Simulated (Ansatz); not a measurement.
Program: Ansatz. Geometries: PBE0-D4/def2-TZVP. ΔE: electronic, gas phase. CCSD(T)/CBS adds triple-zeta CCSD(T) − MP2 to the extrapolated MP2 energy (def2 sets, frozen cores). This one scheme is used for every species. For Mg outer-core shells are correlated without core-valence functions, which leaves a few kJ/mol of doubt a bond. Each species was taken in one conformer, which may not be the lowest.

Consider the substitution at a C–Mg bond: `C[CH2][Mg][OH]` + `OB(O)O` → `CCOB(O)O` + `[OH][MgH]`.

```tsv
species	HF/def2-QZVPP energy (Eh)
`C[CH2][Mg][OH]`	-353.80700
`OB(O)O`	-251.32587
`CCOB(O)O`	-329.41503
`[OH][MgH]`	-275.70793
```

Task: Work out ΔE.

Result: ΔE = (-329.41503) + (-275.70793) − (-353.80700) − (-251.32587) = 0.00991 Eh = +26.0 kJ/mol. CCSD(T)/CBS gives +52.2 kJ/mol.

Largest T1 diagnostic among the species: 0.012.

In def2-TZVPP, CCSD(T) changes the Hartree–Fock value by +20.3 kJ/mol (the triples alone add +1.5 kJ/mol) and MP2 by +29.3 kJ/mol. The D4 term adds −4.6 kJ/mol with B3LYP and −2.7 kJ/mol with PBE0; it sums over pairs of atoms, weighted by their polarisabilities, and B3LYP, whose exchange is more repulsive, gets the larger term.

B3LYP here is the variant with VWN-RPA as its local correlation; programs differ in this.
